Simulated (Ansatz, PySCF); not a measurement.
Dimer: H2S (SMILES S) (first 3 atoms) with CH3Cl (SMILES CCl); geometry from B3LYP-D3(BJ)/def2-TZVP, rigid monomers moved along the line of their centres of mass till H3···Cl5 is 3.80 Å.
(charge 0, multiplicity 1):
```xyz
8

S     -1.99327    -0.38724    -0.43805
H     -1.26360     0.64389    -0.89302
H     -0.90949    -1.01259     0.05505
C      0.28429    -0.29651     3.92640
Cl     1.44566    -1.32841     3.01979
H     -0.11033    -0.87993     4.75242
H      0.82154     0.57303     4.29203
H     -0.50798    -0.00598     3.24264
```

Interaction energies are E(AB) − E(A) − E(B) at the monomers' geometry in the complex; basis-set methods are counterpoise corrected.

Frozen-core correlation.

The values were computed with Ansatz (Gaussian basis) for Hartree–Fock, density functionals and correlated methods; PySCF for the dispersion terms. Each number belongs to the level named beside it.

Predict the interaction energy from PBE0-D3(BJ)/def2-TZVPPD.

-54 meV

Predict the interaction energy from B3LYP-D3(BJ)/def2-TZVPPD.

-47 meV

Predict the interaction energy from CCSD/aug-cc-pV(D+d)Z.

-43 meV

Ansatz is an electronic-structure program.
